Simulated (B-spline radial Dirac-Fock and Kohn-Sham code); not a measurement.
Form factor and incoherent scattering function of Kr¹⁵⁺

System: krypton as Kr¹⁵⁺, [Ar] 3d3.

Method: Dirac-Fock densities. Computed with a radial B-spline solver. f₀ is the Fourier transform of the spherical electron density, S the Waller-Hartree incoherent function, and s = sin θ/λ.

| s (Å⁻¹) | f₀ | S |
| --- | --- | --- |
| 0 | 21.000 | 0.000 |
| 0.05 | 20.942 | 0.058 |
| 0.1 | 20.769 | 0.228 |
| 0.15 | 20.485 | 0.505 |
| 0.2 | 20.099 | 0.880 |
| 0.25 | 19.618 | 1.338 |
| 0.3 | 19.055 | 1.867 |
| 0.35 | 18.423 | 2.451 |
| 0.4 | 17.736 | 3.074 |
| 0.45 | 17.007 | 3.721 |
| 0.5 | 16.251 | 4.380 |
| 0.6 | 14.711 | 5.689 |
| 0.7 | 13.211 | 6.933 |
| 0.8 | 11.823 | 8.076 |
| 0.9 | 10.590 | 9.105 |
| 1 | 9.533 | 10.020 |
| 1.1 | 8.651 | 10.829 |
| 1.2 | 7.931 | 11.545 |
| 1.4 | 6.877 | 12.743 |
| 1.6 | 6.170 | 13.708 |
| 1.8 | 5.639 | 14.515 |
| 2 | 5.180 | 15.212 |
| 2.5 | 4.108 | 16.621 |
| 3 | 3.151 | 17.646 |
| 3.5 | 2.416 | 18.364 |
| 4 | 1.915 | 18.866 |
| 5 | 1.388 | 19.512 |
| 6 | 1.153 | 19.932 |

f₀ starts at the number of electrons, 21, and has fallen to half at s ≈ 0.91 Å⁻¹. The sum of ⟨r²⟩ over the electrons is 3.164 bohr².
